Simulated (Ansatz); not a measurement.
## Reading a saddle point

A first-order saddle point of BH$_{5}$O$_{2}$F$_{2}$, singlet, PBE0-D4/def2-TZVP, with one imaginary mode of 1173i cm⁻¹:

```xyz
10
angstrom
B -0.4063 -0.1216 -0.3166
H -0.4270 -0.2599 1.0284
O -0.2832 -1.3807 -0.8408
O -1.4204 0.7082 -0.7335
H 1.5364 0.4289 0.4759
F 0.9972 0.6734 -0.4800
H 0.5031 -0.2143 1.3892
F 1.6197 0.0283 1.5600
H -0.7515 -1.4703 -1.6740
H -1.3679 1.6080 -0.4087
```

Program: Ansatz 0.2.0. Basis: def2-TZVPP and def2-QZVPP. Cores are frozen in the correlated methods. Extrapolation: Hartree–Fock as exp(−7.88 √X), correlation as X^−2.97.

Problem. Which contacts change along the imaginary mode, and what lies on either side? (Judge from chemistry; the calculation decides.)

Solution. The calculation gives: The step is BH₃O₂ ([OH][BH][OH]) + HF + HF → BH₂O₂F ([OH][B]([OH])[F]) + HF + H₂, with the molecules in contact on both sides. Shortening one way: B1–F6, H2–H7, H5–F8; lengthening the same way: B1–H2, H5–F6, H7–F8.
```tsv
pair	one side (Å)	saddle (Å)	other side (Å)
B1–F6	3.09	1.62	1.35
H2–H7	2.79	1.00	0.75
H5–F8	1.67	1.16	0.93
B1–H2	1.19	1.35	3.08
H5–F6	0.94	1.12	1.82
H7–F8	0.96	1.16	2.67
```

Problem. Which side is lower, and how far does the saddle lie above each? (To be estimated.)

Solution. Computed: The side with B1–F6, H2–H7, H5–F8 short is lower by 16.56 kcal/mol; the saddle lies 53.15 kcal/mol above it and 36.58 kcal/mol above the other (CCSD(T) at an estimated basis limit (MP2 extrapolated from triple and quadruple zeta, plus CCSD(T) − MP2 in triple zeta); electronic energies).

No T1 diagnostic of these runs exceeds 0.013.

Labels in which every atom is bracketed show which atoms are joined, not bond orders.

For scale, one of the runs: CCSD(T)/def2-TZVPP, 225 basis functions, launched by `ansatz run in.yaml --threads 4 --pin off --events-out ev --progress --plain --max-ram 9574MiB`. The run took 2.7 min on 4 CPU threads of an Intel Xeon (shared host), with 4.2 GiB of host memory at its peak.
